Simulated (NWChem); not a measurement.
System: SiN$_{2}$H$_{6}$; SMILES N[SiH2]N

NWChem input:

```
start job
memory heap 200 mb stack 900 mb global 1100 mb
geometry units angstroms noautosym nocenter noautoz
  Si     0.439482    -0.001697     0.073985
  N     -0.654600     1.331386     0.076298
  N     -0.479225    -1.455637    -0.047210
  H      1.409368    -0.109493    -1.067230
  H      1.247880     0.213310     1.320905
  H     -1.294605     1.487053    -0.693872
  H     -0.404500     2.196728     0.539121
  H     -0.078448    -2.282424    -0.472746
  H     -1.187742    -1.688975     0.638642
end
basis spherical
  * library sto-3g
end
dft
  xc hfexch
  iterations 150
end
property
  shielding 5 1 2 4 6 7
  efieldgrad
end
task dft property
```

NWChem printed, in part:

```
             Northwest Computational Chemistry Package (NWChem) 7.3.0
             --------------------------------------------------------

                             Geometry "geometry" -> ""
                             -------------------------

 Output coordinates in angstroms (scale by  1.889725989 to convert to a.u.)

  No.       Tag          Charge          X              Y              Z
 ---- ---------------- ---------- -------------- -------------- --------------
    1 Si                  14.0000     0.43948200    -0.00169700     0.07398500
    2 N                    7.0000    -0.65460000     1.33138600     0.07629800
    3 N                    7.0000    -0.47922500    -1.45563700    -0.04721000
    4 H                    1.0000     1.40936800    -0.10949300    -1.06723000
    5 H                    1.0000     1.24788000     0.21331000     1.32090500
    6 H                    1.0000    -1.29460500     1.48705300    -0.69387200
    7 H                    1.0000    -0.40450000     2.19672800     0.53912100
    8 H                    1.0000    -0.07844800    -2.28242400    -0.47274600
    9 H                    1.0000    -1.18774200    -1.68897500     0.63864200

 Effective nuclear repulsion energy (a.u.)     118.9493440197

  xc_inp: hfexch multiplicative factor not found.
                              NWChem Property Module
                              ----------------------

  itol2e modified to match energy
  convergence criterion.

                                 NWChem DFT Module
                                 -----------------

 Summary of "ao basis" -> "ao basis" (spherical)
 ------------------------------------------------------------------------------
       Tag                 Description            Shells   Functions and Types
 ---------------- ------------------------------  ------  ---------------------
 Si                          sto-3g                  5        9   3s2p
 N                           sto-3g                  3        5   2s1p
 H                           sto-3g                  1        1   1s

  itol2e modified to match energy
  convergence criterion.

            General Information
            -------------------
          SCF calculation type: DFT
          Wavefunction type:  closed shell.
          No. of atoms     :     9
          No. of electrons :    34
           Alpha electrons :    17
            Beta electrons :    17
          Charge           :     0
          Spin multiplicity:     1
          Use of symmetry is: off; symmetry adaption is: off
          Maximum number of iterations: 150
          AO basis - number of functions:    25
                     number of shells:    17
          Convergence on energy requested:  1.00D-07
          Convergence on density requested:  1.00D-05
          Convergence on gradient requested:  5.00D-04

              XC Information
              --------------
                     Hartree-Fock (Exact) Exchange  1.000

      Superposition of Atomic Density Guess
      -------------------------------------

 Sum of atomic energies:        -395.48287759

      Non-variational initial energy
      ------------------------------

 Total energy =    -395.777395
 1-e energy   =    -787.438585
 2-e energy   =     272.711846
 HOMO         =      -0.137792
 LUMO         =       0.403165

   convergence    iter        energy       DeltaE   RMS-Dens  Diis-err
 ---------------- ----- ----------------- --------- --------- ---------
 d= 0,ls=0.0,diis     1   -396.5446405135 -5.15D+02  2.27D-02  2.48D-01
 d= 0,ls=0.0,diis     2   -396.5842214868 -3.96D-02  5.24D-03  1.15D-02
 d= 0,ls=0.0,diis     3   -396.5864641941 -2.24D-03  1.84D-03  4.50D-04
 d= 0,ls=0.0,diis     4   -396.5866178269 -1.54D-04  3.04D-04  8.12D-06
 d= 0,ls=0.0,diis     5   -396.5866212769 -3.45D-06  5.22D-05  2.11D-07
 d= 0,ls=0.0,diis     6   -396.5866213616 -8.47D-08  4.22D-06  2.06D-09

         Total DFT energy =     -396.586621361612
      One electron energy =     -786.445055137979
           Coulomb energy =      306.977026275980
    Exchange-Corr. energy =      -36.067936519287
 Nuclear repulsion energy =      118.949344019673

 Numeric. integr. density =        0.000000000000

                       DFT Final Molecular Orbital Analysis
                       ------------------------------------

 Vector   15  Occ=2.000000D+00  E=-4.192012D-01
              MO Center=  6.0D-01,  7.6D-03,  8.5D-02, r^2= 2.6D+00
   Bfn.  Coefficient  Atom+Function         Bfn.  Coefficient  Atom+Function
  ----- ------------  ---------------      ----- ------------  ---------------
     9      0.429314  1 Si pz                20     -0.419843  4 H  s
    21      0.420825  5 H  s                 12     -0.265744  2 N  px
    17      0.258853  3 N  px                 5     -0.176613  1 Si pz
    19      0.118892  3 N  pz                22      0.113818  6 H  s
    25     -0.113093  9 H  s                  8     -0.101060  1 Si py

 Vector   16  Occ=2.000000D+00  E=-2.971210D-01
              MO Center= -2.9D-01,  1.4D-01,  2.9D-02, r^2= 2.9D+00
   Bfn.  Coefficient  Atom+Function         Bfn.  Coefficient  Atom+Function
  ----- ------------  ---------------      ----- ------------  ---------------
    14      0.464396  2 N  pz                19      0.427685  3 N  pz
    12     -0.390815  2 N  px                20      0.303006  4 H  s
    17      0.285565  3 N  px                13     -0.283478  2 N  py
    21     -0.275186  5 H  s                 18     -0.226589  3 N  py
    11      0.196496  2 N  s                 16     -0.186902  3 N  s

 Vector   17  Occ=2.000000D+00  E=-2.957124D-01
              MO Center= -4.8D-01, -2.4D-01,  2.3D-02, r^2= 2.6D+00
   Bfn.  Coefficient  Atom+Function         Bfn.  Coefficient  Atom+Function
  ----- ------------  ---------------      ----- ------------  ---------------
    19      0.538833  3 N  pz                17      0.487824  3 N  px
    12      0.476986  2 N  px                14     -0.405234  2 N  pz
    21     -0.186142  5 H  s                 20     -0.136774  4 H  s
    13      0.113503  2 N  py                18     -0.099770  3 N  py
    16     -0.057623  3 N  s                  7     -0.054387  1 Si px

 Vector   18  Occ=0.000000D+00  E= 4.991775D-01
              MO Center=  2.3D-01, -1.3D-02,  6.0D-02, r^2= 2.8D+00
   Bfn.  Coefficient  Atom+Function         Bfn.  Coefficient  Atom+Function
  ----- ------------  ---------------      ----- ------------  ---------------
     6      1.167881  1 Si s                 11     -0.705166  2 N  s
    16     -0.705227  3 N  s                 20     -0.528863  4 H  s
    21     -0.528063  5 H  s                 23      0.293274  7 H  s
    24      0.293946  8 H  s                 22      0.240333  6 H  s
    25      0.240153  9 H  s                  2     -0.232549  1 Si s

 Vector   19  Occ=0.000000D+00  E= 5.165350D-01
              MO Center=  4.2D-01, -4.7D-03,  7.3D-02, r^2= 2.0D+00
   Bfn.  Coefficient  Atom+Function         Bfn.  Coefficient  Atom+Function
  ----- ------------  ---------------      ----- ------------  ---------------
     8      0.810475  1 Si py                 9     -0.753888  1 Si pz
    16      0.456427  3 N  s                 11     -0.451348  2 N  s
    20     -0.404076  4 H  s                 21      0.403365  5 H  s
    12     -0.317350  2 N  px                17      0.288027  3 N  px
     4     -0.231156  1 Si py                 5      0.217666  1 Si pz

 Vector   20  Occ=0.000000D+00  E= 5.485987D-01
              MO Center=  5.9D-01,  8.4D-03,  8.0D-02, r^2= 2.6D+00
   Bfn.  Coefficient  Atom+Function         Bfn.  Coefficient  Atom+Function
  ----- ------------  ---------------      ----- ------------  ---------------
     7      1.016032  1 Si px                20     -0.581262  4 H  s
    21     -0.576880  5 H  s                 11      0.468268  2 N  s
    16      0.459947  3 N  s                 23     -0.386259  7 H  s
    24     -0.385381  8 H  s                  6      0.337177  1 Si s
     3     -0.289034  1 Si px                14      0.121311  2 N  pz

     Multipole analysis of the density
     ---------------------------------

     L   x y z        total         alpha         beta         nuclear
     -   - - -        -----         -----         ----         -------
     0   0 0 0     -0.000000    -17.000000    -17.000000     34.000000

     1   1 0 0      0.198282      2.075864      2.075864     -3.953447
     1   0 1 0      0.012822      1.024327      1.024327     -2.035832
     1   0 0 1      0.007696     -1.417439     -1.417439      2.842575

     2   2 0 0    -19.198021    -34.794934    -34.794934     50.391847
     2   1 1 0     -0.155059      3.037884      3.037884     -6.230828
     2   1 0 1      0.035216     -0.637573     -0.637573      1.310362
     2   0 2 0    -15.719670    -83.560758    -83.560758    151.401845
     2   0 1 1     -0.839877     -3.529999     -3.529999      6.220122
     2   0 0 2    -18.566261    -17.175569    -17.175569     15.784876

          -----------------------
          Electric field gradient
          -----------------------

 1 a.u. = 0.324123 10**(16) esu/cm**3  ( or statvolts/cm**2 ) = 0.97174 10**(22) v/m**2

 ------------------------------------------------------------
   Atom      X         Y         Z
 ------------------------------------------------------------
    1 Si   0.83050  -0.00321   0.13981
 ------------------------------------------------------------

 Electric field gradient in molecular frame (a.u.)
         XX             YY             ZZ             XY             XZ             YZ
 ------------------------------------------------------------------------------------------
       -0.052358      -0.121053       0.173411       0.006129      -0.010809      -0.035092

 Principal components (a.u.) and orientation
 of principal axis w.r.t. absolute frame                      Asymmetry parameter eta
 --------------------------------------------------------------------------------------
        0.178104      -0.125497      -0.052607                       0.409253

       -0.049639      -0.066230       0.996569
       -0.117362       0.991273       0.060032
        0.991848       0.113980       0.056978

 ------------------------------------------------------------
   Atom      X         Y         Z
 ------------------------------------------------------------
    2 N   -1.23701   2.51595   0.14418
 ------------------------------------------------------------

 Electric field gradient in molecular frame (a.u.)
         XX             YY             ZZ             XY             XZ             YZ
 ------------------------------------------------------------------------------------------
        0.310859      -0.552596       0.241737       0.497328      -1.311971      -0.689641

[...]

          -----------------------------------------
          Chemical Shielding Tensors (GIAO, in ppm)
          -----------------------------------------

                                NWChem CPHF Module
                                ------------------

  scftype          =     RHF
  nclosed          =       17
  nopen            =        0
  variables        =      136
  # of vectors     =        3
  tolerance        = 0.10D-03
  level shift      = 0.00D+00
  max iterations   =       50
  max subspace     =       30

 SCF residual:    1.1930472393723381E-005

Iterative solution of linear equations
  No. of variables      136
  No. of equations        3
  Maximum subspace       30
        Iterations       50
       Convergence  1.0D-04

   iter   nsub   residual    time
   ----  ------  --------  ---------
     1      3    1.17D+00       1.8
     2      6    6.15D-02       1.9
     3      9    1.25D-02       2.0
     4     12    2.06D-03       2.1
     5     15    3.80D-04       2.3
     6     18    3.08D-05       2.4

      Atom:    1  Si
        Diamagnetic
    865.8936     -0.2611      0.2214
     -0.2611    870.4190     -0.1566
      0.2214     -0.1566    862.3058

        Paramagnetic
   -278.9511     -1.3161      2.6667
     -1.3161   -228.7885    -28.8544
      2.6667    -28.8544   -294.7634

        Total Shielding Tensor
    586.9424     -1.5772      2.8881
     -1.5772    641.6305    -29.0110
      2.8881    -29.0110    567.5424

           isotropic =     598.7051
          anisotropy =      79.5373

          Principal Components and Axis System
                 1           2           3
              651.7300    587.0174    557.3679

      1        -0.0376      0.9965     -0.0749
      2         0.9444      0.0599      0.3234
      3        -0.3267      0.0586      0.9433

      Atom:    2  N
        Diamagnetic
    311.7394    -11.1087     10.3400
    -11.1087    323.0662      5.6081
     10.3400      5.6081    306.3141

        Paramagnetic
     33.9799     36.7901     37.1562
     36.7901     20.2306     25.0177
     37.1562     25.0177     62.7456

        Total Shielding Tensor
    345.7193     25.6814     47.4961
     25.6814    343.2968     30.6258
     47.4961     30.6258    369.0597

           isotropic =     352.6919
          anisotropy =     109.4719

          Principal Components and Axis System
                 1           2           3
              425.6732    324.0147    308.3879

      1         0.5590     -0.2090      0.8024
      2         0.4364      0.8970     -0.0704
      3         0.7050     -0.3895     -0.5926

      Atom:    3  H
        Diamagnetic
     33.5825     -0.2639     -6.8135
     -0.2639     28.3266      0.4853
     -6.8135      0.4853     33.7975

        Paramagnetic
     -1.0073      0.6235      1.5434
      0.6235      0.3562     -0.4784
      1.5434     -0.4784     -1.7182

        Total Shielding Tensor
     32.5753      0.3596     -5.2701
      0.3596     28.6827      0.0069
     -5.2701      0.0069     32.0793

           isotropic =      31.1124
          anisotropy =       9.7472

          Principal Components and Axis System
                 1           2           3
               37.6106     28.7140     27.0128

      1         0.7237      0.0834      0.6850
      2         0.0286      0.9882     -0.1505
      3        -0.6895      0.1285      0.7128

      Atom:    4  H
        Diamagnetic
     32.6785     -4.4893      9.8718
     -4.4893     27.8561     -2.3011
      9.8718     -2.3011     32.9050

        Paramagnetic
      3.0384      1.1696      1.5616
      1.1696      3.3829      1.2966
      1.5616      1.2966      4.2736

        Total Shielding Tensor
     35.7169     -3.3197     11.4334
     -3.3197     31.2390     -1.0045
     11.4334     -1.0045     37.1786

           isotropic =      34.7115
          anisotropy =      20.5826

          Principal Components and Axis System
                 1           2           3
               48.4332     31.1847     24.5166

      1         0.6831     -0.0771      0.7262
      2        -0.1733      0.9489      0.2638
      3         0.7094      0.3061     -0.6348

      Atom:    5  H
        Diamagnetic
     25.4380      0.9799      2.5941
      0.9799     40.8789      7.8791
      2.5941      7.8791     27.5266

        Paramagnetic
      3.6960      1.1746      1.8229
      1.1746      2.6754      0.9741
      1.8229      0.9741      4.2374

        Total Shielding Tensor
     29.1340      2.1545      4.4171
      2.1545     43.5543      8.8532
      4.4171      8.8532     31.7640

           isotropic =      34.8174
          anisotropy =      21.4324

          Principal Components and Axis System
                 1           2           3
               49.1056     30.5707     24.7759

      1         0.1992      0.7652     -0.6122
      2         0.8513     -0.4445     -0.2786
      3         0.4853      0.4657      0.7400
```

Level: Hartree-Fock/STO-3G, GIAO. STO-3G and 3-21G are far too small for this property and stand as cheap habits. Structure relaxed at the PBE0/def2-SVP level. NWChem prints the field gradient with the sign opposite to the second derivative of the potential. The output numbers the shielded atoms by their place in the input's list. The printed shielding anisotropy is the first printed principal value minus the mean of the other two.
